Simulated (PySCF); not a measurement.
F2Zn, SMILES [Zn-]([F])[F] (connectivity only; charge and spin as stated), charge -1, multiplicity 2.

Geometry optimised at PBE-D3(BJ)/def2-SVPD.

Method: PBE-D3(BJ)/def2-SVPD in PySCF.

Frequencies are harmonic and unscaled.

Computed normal modes with their intensities:
| mode | ν (cm⁻¹) | IR (km/mol) | moving atoms (share of kinetic energy) |
|---|---|---|---|
| 1 | 141 | 18.3 | F 76 %, Zn 24 % |
| 2 | 444 | 73.7 | F 87 %, Zn 13 % |
| 3 | 470 | 129.9 | F 70 %, Zn 30 % |
